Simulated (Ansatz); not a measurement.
Program: Ansatz. Geometries: PBE0-D4/def2-TZVP. ΔE: electronic, gas phase. CCSD(T)/CBS is the MP2 limit (def2-TZVPP, def2-QZVPP) plus CCSD(T) − MP2 in def2-TZVPP, frozen cores. This one scheme is used for every species. Functionals use def2-TZVPP. B3LYP here is the variant with VWN-RPA as its local correlation; programs differ in this. For Ge outer-core shells are correlated without core-valence functions, which leaves a few kJ/mol of doubt a bond. Scalar relativity is left out up to krypton.

Consider the silylene loss: `[F][GeH]([AlH2])[SiH3]` → `[F][GeH2][AlH2]` + `[SiH2]`.

(1) Is it downhill or uphill in electronic energy at CCSD(T)/CBS, and by how much? (Estimate.)

(2) What do these levels give: r2SCAN-D4, B3LYP-D4, PBE0, CCSD/def2-TZVPP, MP2/def2-QZVPP, CCSD/CBS(def2)? (Best estimate.)

Largest T1 diagnostic among the species: 0.014.

Answers

(1) Ansatz gave: Uphill: ΔE = +2.65 eV.

(2) Computed: r2SCAN-D4 2.89, B3LYP-D4 2.62, PBE0 2.76, CCSD/def2-TZVPP 2.51, MP2/def2-QZVPP 2.79, CCSD/CBS(def2) 2.60 eV.

The D4 term adds +0.13 eV with B3LYP and +0.07 eV with PBE0; it sums over pairs of atoms, weighted by their polarisabilities, and B3LYP, whose exchange is more repulsive, gets the larger term. In def2-TZVPP, CCSD(T) changes the Hartree–Fock value by +0.21 eV (the triples alone add +0.06 eV) and MP2 by +0.38 eV. From PBE to PBE0 (25 % exact exchange), in def2-TZVPP and without D4, ΔE moves by +0.06 eV.
